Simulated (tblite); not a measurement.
A geometry optimisation, step by step.

C3H11B3O.
Bonds: B1–O2, O2–C3, C3–B4, B4–B5, B5–C6, C6–C7. Hydrogens: H8, H9 on B1; H10, H11 on C3; H12 on B4; H13 on B5; H14, H15 on C6; H16, H17, H18 on C7.

Computed with GFN2-xTB (tblite), gas phase: L-BFGS steps from a force-field or distance-geometry start until the largest atomic force falls under 0.01 eV/Å. 8 of its 149 geometries are shown.

Step 0: E = -537.1720 eV, largest atomic force 4.020 eV/Å
```
atom  x, y, z in Å  |  force x, y, z in eV/Å
B1     -3.248    0.800   -0.808    2.764   1.457   1.532
O2     -1.903    0.343   -0.474   -3.317   0.877  -2.094
C3     -1.883   -0.874    0.215   -1.244  -1.060   0.689
B4     -0.457   -1.373    0.577    1.227   1.046   0.367
B5      0.933   -0.817   -0.155    0.145  -1.605   1.536
C6      1.780    0.364    0.509   -0.697   0.287  -0.249
C7      2.873    0.823   -0.436    1.173   1.009   0.165
H8     -4.040    0.863    0.085   -0.034  -0.881  -0.506
H9     -3.355    1.688   -1.606    0.303  -0.786   0.046
H10    -2.473   -0.763    1.149   -0.101  -0.024  -0.235
H11    -2.454   -1.644   -0.391    0.504   0.411   0.511
H12    -0.310   -1.791    1.693   -0.120  -0.279  -0.701
H13     1.615   -1.703   -0.585   -0.110   0.551  -0.476
H14     2.288   -0.036    1.415   -0.671   0.302  -0.367
H15     1.123    1.251    0.756    0.820  -0.908   0.148
H16     3.630    1.431    0.140   -0.682  -0.313  -0.684
H17     3.438   -0.017   -0.868   -0.401   0.346   0.037
H18     2.437    1.460   -1.227    0.441  -0.430   0.281
```

Step 21: E = -538.5479 eV, largest atomic force 0.163 eV/Å
```
atom  x, y, z in Å  |  force x, y, z in eV/Å
B1     -3.156    0.946   -0.729    0.080  -0.124  -0.010
O2     -2.111    0.138   -0.706    0.105  -0.001  -0.090
C3     -1.932   -0.911    0.244   -0.082   0.017   0.041
B4     -0.456   -1.262    0.707   -0.094  -0.072  -0.031
B5      0.956   -0.861    0.004   -0.081  -0.073   0.019
C6      1.829    0.362    0.496   -0.002   0.024  -0.009
C7      2.925    0.862   -0.442    0.087   0.055  -0.036
H8     -4.050    0.832    0.032   -0.091   0.041   0.129
H9     -3.177    1.779   -1.556    0.102  -0.063  -0.020
H10    -2.567   -0.706    1.115   -0.110   0.001   0.030
H11    -2.337   -1.840   -0.196    0.023   0.104  -0.025
H12    -0.485   -1.976    1.643    0.063  -0.014  -0.011
H13     1.441   -1.575   -0.799   -0.004   0.106  -0.014
H14     2.305    0.022    1.424   -0.047  -0.008   0.021
H15     1.209    1.217    0.775   -0.001  -0.015   0.086
H16     3.597    1.531    0.090    0.040   0.087  -0.039
H17     3.514    0.042   -0.843   -0.009  -0.047   0.003
H18     2.485    1.408   -1.272    0.021  -0.020  -0.045
```

Step 42: E = -538.5948 eV, largest atomic force 0.056 eV/Å
```
atom  x, y, z in Å  |  force x, y, z in eV/Å
B1     -3.054    0.939   -0.735   -0.011   0.007   0.017
O2     -2.090    0.042   -0.708   -0.013   0.016   0.021
C3     -1.961   -0.976    0.281    0.002   0.018  -0.040
B4     -0.481   -1.296    0.754   -0.035  -0.003  -0.010
B5      0.866   -0.759    0.017    0.018   0.017   0.014
C6      1.819    0.401    0.527    0.004  -0.008  -0.009
C7      2.907    0.861   -0.446   -0.007   0.005   0.013
H8     -3.922    0.974    0.074    0.053   0.016  -0.008
H9     -3.015    1.710   -1.620    0.011  -0.032   0.018
H10    -2.643   -0.763    1.117    0.021  -0.004  -0.023
H11    -2.335   -1.904   -0.179   -0.020  -0.023   0.014
H12    -0.454   -2.094    1.618   -0.002  -0.004   0.025
H13     1.247   -1.342   -0.933    0.011  -0.004  -0.013
H14     2.308    0.007    1.428   -0.015   0.018  -0.008
H15     1.260    1.277    0.870   -0.025  -0.035  -0.020
H16     3.540    1.619    0.010    0.029   0.014   0.001
H17     3.535    0.023   -0.742    0.001   0.008   0.003
H18     2.465    1.287   -1.344   -0.023  -0.005   0.006
```

Step 63: E = -538.6162 eV, largest atomic force 0.116 eV/Å
```
atom  x, y, z in Å  |  force x, y, z in eV/Å
B1     -2.862    0.983   -0.697    0.030  -0.028  -0.030
O2     -2.111   -0.094   -0.785    0.034  -0.042   0.016
C3     -1.963   -1.056    0.254   -0.051   0.026  -0.010
B4     -0.481   -1.379    0.725   -0.106   0.046  -0.008
B5      0.848   -0.811   -0.018    0.080   0.009  -0.023
C6      1.721    0.404    0.505    0.020   0.027  -0.011
C7      2.829    0.888   -0.434   -0.031   0.015   0.024
H8     -3.484    1.252    0.275    0.002   0.009   0.002
H9     -2.894    1.656   -1.656    0.013   0.049  -0.004
H10    -2.607   -0.763    1.095    0.026  -0.038   0.072
H11    -2.387   -1.995   -0.134    0.007  -0.008   0.005
H12    -0.461   -2.129    1.630    0.009  -0.039  -0.007
H13     1.262   -1.341   -0.984   -0.012  -0.046   0.009
H14     2.183    0.103    1.452   -0.047  -0.042  -0.020
H15     1.086    1.257    0.765   -0.002  -0.015  -0.017
H16     3.397    1.688    0.042    0.033   0.012  -0.099
H17     3.515    0.079   -0.684   -0.049   0.042   0.052
H18     2.401    1.266   -1.361    0.044   0.021   0.049
```

Step 85: E = -538.6418 eV, largest atomic force 0.065 eV/Å
```
atom  x, y, z in Å  |  force x, y, z in eV/Å
B1     -2.477    1.026   -0.654    0.007  -0.027   0.001
O2     -2.236   -0.260   -0.793    0.052   0.022   0.022
C3     -2.036   -1.176    0.276    0.028  -0.002   0.004
B4     -0.525   -1.486    0.656   -0.015  -0.024   0.010
B5      0.784   -0.854   -0.077    0.054  -0.033  -0.014
C6      1.540    0.440    0.443   -0.014   0.030  -0.012
C7      2.694    0.963   -0.417   -0.025   0.014  -0.003
H8     -2.615    1.547    0.404    0.014  -0.017  -0.029
H9     -2.565    1.631   -1.656   -0.018   0.016   0.024
H10    -2.561   -0.820    1.176    0.003   0.019  -0.035
H11    -2.536   -2.108   -0.022   -0.008   0.014   0.010
H12    -0.442   -2.269    1.530   -0.004  -0.015   0.011
H13     1.277   -1.395   -0.999   -0.028  -0.005  -0.023
H14     1.924    0.230    1.448   -0.025   0.008  -0.014
H15     0.815    1.247    0.577   -0.003   0.033   0.030
H16     3.146    1.843    0.039    0.017  -0.016  -0.002
H17     3.467    0.205   -0.538   -0.035   0.009   0.016
H18     2.336    1.246   -1.405   -0.001  -0.026   0.004
```

Step 106: E = -538.6555 eV, largest atomic force 0.029 eV/Å
```
atom  x, y, z in Å  |  force x, y, z in eV/Å
B1     -2.217    1.025   -0.633    0.015   0.019  -0.005
O2     -2.195   -0.284   -0.770    0.014   0.017   0.001
C3     -2.019   -1.203    0.300   -0.015  -0.004   0.003
B4     -0.521   -1.588    0.655    0.010  -0.021  -0.014
B5      0.747   -0.887   -0.091   -0.005   0.008  -0.010
C6      1.409    0.462    0.416   -0.003  -0.003   0.005
C7      2.582    0.992   -0.410    0.004  -0.003   0.009
H8     -2.137    1.563    0.420   -0.018   0.000  -0.001
H9     -2.343    1.637   -1.626    0.001   0.012  -0.006
H10    -2.476   -0.792    1.213   -0.012  -0.003   0.006
H11    -2.605   -2.092    0.035    0.003  -0.011   0.012
H12    -0.455   -2.413    1.488    0.018  -0.002   0.013
H13     1.221   -1.356   -1.060   -0.009  -0.022  -0.010
H14     1.738    0.338    1.454   -0.020   0.021  -0.004
H15     0.631    1.232    0.452   -0.003  -0.013   0.015
H16     2.978    1.913    0.017   -0.005   0.007  -0.003
H17     3.386    0.260   -0.441    0.017   0.002  -0.013
H18     2.267    1.199   -1.430    0.009  -0.003   0.001
```

Step 127: E = -538.6585 eV, largest atomic force 0.017 eV/Å
```
atom  x, y, z in Å  |  force x, y, z in eV/Å
B1     -2.190    1.041   -0.617   -0.008  -0.002   0.002
O2     -2.126   -0.265   -0.760   -0.004   0.006  -0.007
C3     -1.992   -1.193    0.310    0.015   0.001  -0.001
B4     -0.503   -1.616    0.664    0.008   0.002  -0.001
B5      0.749   -0.920   -0.112    0.011   0.008   0.002
C6      1.382    0.445    0.394   -0.007  -0.007  -0.008
C7      2.567    0.991   -0.406   -0.011  -0.004   0.001
H8     -2.203    1.570    0.445   -0.001   0.007  -0.006
H9     -2.261    1.660   -1.611    0.003  -0.002   0.013
H10    -2.451   -0.773    1.218   -0.014  -0.001   0.009
H11    -2.592   -2.069    0.036   -0.015  -0.001  -0.002
H12    -0.445   -2.424    1.514    0.004  -0.005  -0.008
H13     1.204   -1.374   -1.097    0.007   0.001   0.010
H14     1.678    0.354    1.444    0.000   0.005   0.002
H15     0.583    1.195    0.389    0.008  -0.008  -0.005
H16     2.928    1.924    0.023    0.006   0.008   0.000
H17     3.389    0.278   -0.411   -0.002   0.000   0.007
H18     2.275    1.182   -1.436    0.001  -0.007  -0.007
```

Step 148: E = -538.6601 eV, largest atomic force 0.010 eV/Å
```
atom  x, y, z in Å  |  force x, y, z in eV/Å
B1     -2.195    1.060   -0.590    0.002  -0.006   0.005
O2     -2.098   -0.243   -0.750   -0.004   0.009   0.000
C3     -1.979   -1.186    0.308   -0.003   0.002  -0.001
B4     -0.496   -1.638    0.653    0.000   0.001  -0.001
B5      0.767   -0.940   -0.104   -0.002  -0.001  -0.002
C6      1.368    0.447    0.378    0.004  -0.001  -0.003
C7      2.565    0.985   -0.408    0.004   0.003  -0.003
H8     -2.255    1.575    0.477    0.003  -0.006  -0.002
H9     -2.241    1.692   -1.578   -0.003  -0.001   0.004
H10    -2.424   -0.769    1.224   -0.003  -0.002  -0.002
H11    -2.602   -2.045    0.027    0.006  -0.001   0.000
H12    -0.448   -2.467    1.484    0.002   0.007   0.003
H13     1.248   -1.407   -1.072   -0.002   0.001  -0.001
H14     1.632    0.403    1.439   -0.004  -0.002   0.002
H15     0.554    1.179    0.319   -0.003   0.001  -0.001
H16     2.892    1.946   -0.012    0.000  -0.001  -0.001
H17     3.403    0.293   -0.354   -0.004   0.001   0.005
H18     2.301    1.121   -1.454    0.007  -0.004  -0.001
```

**Question.** Summarise the path.

**Answer.** The energy falls by 1.4881 eV from step 0 to step 148; nine tenths of that is first reached at step 13. It rises by more than 0.2 meV at step 62. The largest force goes from 4.020 to 0.010 eV/Å. Among the bonds B1–O2 changes most, from 1.459 to 1.316 Å; the atoms move by 0.788 Å rms after alignment.

**Question.** Follow the three bonds and two angles with the largest change from start to end.

**Answer.** 
| step | E above end (eV) | largest force (eV/Å) | B1–O2 (Å) | C7–H16 (Å) | C3–H11 (Å) | B5–B4–H12 (°) | B1–O2–C3 (°) |
| --- | --- | --- | --- | --- | --- | --- | --- |
| 0 | 1.4881 | 4.020 | 1.459 | 1.128 | 1.134 | 115.0 | 113.5 |
| 6 | 0.2758 | 0.432 | 1.320 | 1.094 | 1.106 | 112.1 | 121.6 |
| 13 | 0.1473 | 0.184 | 1.320 | 1.090 | 1.103 | 117.6 | 123.0 |
| 19 | 0.1222 | 0.152 | 1.321 | 1.088 | 1.103 | 120.0 | 123.1 |
| 26 | 0.0881 | 0.143 | 1.319 | 1.091 | 1.100 | 121.7 | 123.2 |
| 32 | 0.0742 | 0.101 | 1.316 | 1.090 | 1.102 | 122.5 | 123.7 |
| 39 | 0.0666 | 0.074 | 1.316 | 1.089 | 1.101 | 122.3 | 124.5 |
| 45 | 0.0641 | 0.040 | 1.317 | 1.090 | 1.102 | 122.4 | 124.7 |
| 51 | 0.0613 | 0.068 | 1.317 | 1.090 | 1.101 | 123.2 | 124.9 |
| 58 | 0.0534 | 0.097 | 1.315 | 1.088 | 1.101 | 123.6 | 124.7 |
| 64 | 0.0425 | 0.096 | 1.316 | 1.090 | 1.101 | 123.9 | 124.2 |
| 71 | 0.0303 | 0.224 | 1.321 | 1.091 | 1.101 | 123.8 | 124.5 |
| 77 | 0.0232 | 0.172 | 1.320 | 1.090 | 1.100 | 122.7 | 125.6 |
| 84 | 0.0191 | 0.062 | 1.316 | 1.090 | 1.098 | 122.4 | 125.3 |
| 90 | 0.0129 | 0.108 | 1.318 | 1.090 | 1.098 | 122.8 | 124.6 |
| 97 | 0.0069 | 0.040 | 1.317 | 1.089 | 1.098 | 124.3 | 124.1 |
| 103 | 0.0052 | 0.035 | 1.317 | 1.090 | 1.098 | 125.3 | 124.3 |
| 109 | 0.0040 | 0.041 | 1.315 | 1.089 | 1.097 | 126.1 | 124.8 |
| 116 | 0.0030 | 0.027 | 1.315 | 1.089 | 1.097 | 125.9 | 124.9 |
| 122 | 0.0024 | 0.025 | 1.316 | 1.090 | 1.098 | 126.2 | 125.0 |
| 129 | 0.0014 | 0.022 | 1.316 | 1.089 | 1.097 | 126.8 | 124.7 |
| 135 | 0.0012 | 0.019 | 1.315 | 1.089 | 1.097 | 126.5 | 124.7 |
| 142 | 0.0004 | 0.025 | 1.316 | 1.090 | 1.098 | 126.6 | 124.9 |
| 148 | 0.0000 | 0.010 | 1.316 | 1.089 | 1.097 | 126.8 | 124.9 |

What follows is the cost of the whole relaxation. Time: 1.4 s wall. Hardware: one thread, Arm Neoverse N1 (aarch64), shared host with 64 logical CPUs at a one-minute load of 60.
